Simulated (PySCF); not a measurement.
**Magnetic susceptibility: `N#C[C@@H]1C=C[S@@](=O)CC1`, C6H7NOS**

Geometry (Å), atoms numbered from 1 in this order:
```xyz
16

N     1.892   -0.950    2.325
C     1.502   -0.834    1.257
C     0.983   -0.661   -0.085
C     1.192    0.781   -0.467
C     0.242    1.689   -0.584
S    -1.551    1.403   -0.403
O    -1.986    0.931   -1.721
C    -1.363   -0.130    0.623
C    -0.486   -1.100   -0.138
H     1.582   -1.294   -0.753
H     2.229    1.058   -0.625
H     0.468    2.703   -0.873
H    -0.943    0.162    1.584
H    -2.366   -0.528    0.764
H    -0.821   -1.111   -1.180
H    -0.581   -2.111    0.265
```

Computed, not measured: GIAO B97-2/pcSseg-1 magnetisability, rotational g tensor and spin-rotation constants, non-relativistic, gas phase in PySCF. Geometry: GFN2-xTB.

(1) What are the magnetisability and the molar susceptibility?

(2) Split it along the inertial axes a, b, c into diamagnetic and paramagnetic parts about the centre of mass, with the quadrupole moment.

(3) And the rotational g tensor?

Results:

(1) Isotropic -1287 × 10⁻³⁰ J/T², or -77.5 × 10⁻⁶ cm³/mol; principal values -1452, -1239, -1172 × 10⁻³⁰ J/T², anisotropy 253 × 10⁻³⁰ J/T² (root of half the summed squared differences of the principal values). The susceptibility is in cgs units.

(2) 
```csv
axis,χ (10⁻⁶ cm³/mol),diamagnetic (10⁻⁶ cm³/mol),paramagnetic (10⁻⁶ cm³/mol),summed x² of all electrons (Å²),quadrupole Θ (D Å)
a,-78.2,-511.6,433.4,243.6,-25.39
b,-74.4,-1229.3,1154.9,74.4,+18.04
c,-80.0,-1349.1,1269.1,46.2,+7.35
```
Anisotropies 2χaa − χbb − χcc = -2.0 and 2χbb − χaa − χcc = +9.3 × 10⁻⁶ cm³/mol. Θ is traceless in Buckingham's convention.

(3) 
```csv
axis,rotational constant (GHz),g,nuclear part,electronic part
a,3.1115,-0.0312,0.6023,-0.6335
b,1.0034,-0.0239,0.5205,-0.5444
c,0.9171,-0.0168,0.5300,-0.5468
```
Asymmetric top; isotopes 12C, 1H, 14N, 16O, 32S; no vibrational averaging.
